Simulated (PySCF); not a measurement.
HgCl2, SMILES [Cl][Hg][Cl]. The structure is a stationary point at B3LYP-D3(BJ)/def2-TZVP. The isomer is the one that the SMILES or the coordinates give; other isomers of the formula were not compared. The def2 effective core potentials stand for the cores of Hg; spin–orbit coupling is left out.

Computed equilibrium geometry at B3LYP-D3(BJ)/def2-TZVP (PySCF confirms it by a frequency run) as Cartesian coordinates in Å, and its point group:
point group D∞h.
```xyz
3

Hg     0.0000     0.0000     0.0000
Cl     0.0000     0.0000    -2.2848
Cl     0.0000     0.0000     2.2848
```
